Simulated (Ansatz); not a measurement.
`[Bi]#[Bi]`, one more setting.

```yaml
crystal:
  periodic: [false, false, false]
  atoms:
    - {symbol: Bi, position_ang: [1.112605, -0.372920, 0.569845]}
    - {symbol: Bi, position_ang: [-1.112605, 0.372920, -0.569845]}
basis:
  gaussian: {orbitals: def2-TZVPD, final_grid: {core_spheres: 5, valence_spheres: 4, degree: 11}}
total_charge: -1
magnetization: {spin_polarized: true, initial_magnetization: 1}
hamiltonian: {xc: {name: B3LYP5}}
accuracy: high
output: {forces: true}
```

```sh
$ ansatz run in.yaml --threads 2 --pin off --events-out ev --progress --plain --max-ram 32768MiB --backend cpu
```

Shortened log:

```
Functional definition: B3LYP5
1849 factors; integrals over basis functions are off by at most 2.7e-9 eV
mean field evaluation 1: about -11682.3221 eV, gradient 8.9e0 eV
mean field evaluation 2: about -11682.1596 eV, gradient 1.2e1 eV
mean field evaluation 4: about -11682.6250 eV, gradient 2.2e-1 eV
mean field evaluation 8: about -11682.6517 eV, gradient 1.5e-2 eV
mean field evaluation 16: about -11682.6517 eV, gradient 5.8e-6 eV
mean field -11682.65169782 eV, -429.3295311090 hartree, gradient 1.4e-8 eV, S^2 0.752928; 3 other end points of the search recorded, 0 dependent functions left out
reference -11682.65173363 eV, -429.3295324252 hartree; 24, 23 occupied and 88, 89 virtual orbitals, 1849 factors
Total energy: -11682.65173363 eV, -429.3295324252 hartree
Atom 0 at     1.112605    -0.372920     0.569845 Å, force     1.542118    -0.516883     0.789829 eV/Å
Atom 1 at    -1.112605     0.372920    -0.569845 Å, force    -1.542118     0.516883    -0.789829 eV/Å
Dipole moment:     0.000000    -0.000000     0.000000 e Å
```

Hardware: 2 threads of an AMD EPYC 7R13 on a shared host. Wall time 8 s, peak host memory 0.46 GiB.
